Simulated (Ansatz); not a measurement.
Frontier orbitals of CH₇BFNSi (`C[SiH2]B(N)F`).

Charge 0, multiplicity 1. All single points use the PBE0-D4/def2-TZVP geometry. It is one conformer, not always the lowest. Basis def2-TZVPP, the Gaussian-basis code of Ansatz.

```
functional  HOMO (eV)  LUMO (eV)  gap (eV)
       PBE      -6.64      -0.99      5.65
      BLYP      -6.55      -0.84      5.71
    r2SCAN      -6.93      -0.72      6.21
      PBE0      -7.97      -0.10      7.87
     B3LYP      -7.78      -0.31      7.47
   ωB97X-V     -10.36       1.98     12.34
   ωB97M-V     -10.15       1.70     11.85
```

Against PBE, PBE0 changes HOMO and LUMO by −1.33 and +0.89 eV, ωB97M-V by −3.51 and +2.69 eV. A gap of 5.65 eV thus becomes 11.85 eV for the same molecule, so an orbital gap means little without its functional. A positive LUMO is unbound and depends on the basis.

B3LYP here is the variant with VWN-RPA as its local correlation; programs differ in this.
